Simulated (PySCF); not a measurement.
**Radial density of S²⁺ (sulfur, charge +2)**

M06-2X, [Ne] 3s2 3p1 3d1, one real determinant (an excited configuration). All numbers are calculated (PySCF 2.14, scalar relativity by spin-free X2C-1e, in x2c-QZVPPall with one added diffuse shell each of s, p, d, f type (10s7p5d3f1g, 86 functions)).

```csv
r (bohr),4πr²ρ (e/bohr),4πr²(ρα − ρβ)
0.00190,0.1329,0.0000
0.00319,0.3492,0.0000
0.00536,0.8941,0.0000
0.00902,2.190,0.0000
0.0152,4.977,0.0001
0.0255,9.948,0.0004
0.0429,16.01,0.0031
0.0722,18.22,0.0163
0.121,13.67,0.0619
0.204,13.01,0.1412
0.344,17.60,0.1298
0.578,9.685,0.0513
0.972,2.702,0.5726
1.64,2.461,1.0855
2.75,0.6323,0.4356
4.63,0.04450,0.0431
7.78,0.0003112,0.0003
```

Densities and radii are taken from the X2C orbitals without a picture-change correction, which distorts them close to the nucleus.

⟨L²⟩ = 8.00 against 12 for a pure F term, so this real determinant mixes terms. The outer electron is Rydberg-like, and this basis confines it to a smaller radius and binds it less than a complete one would.
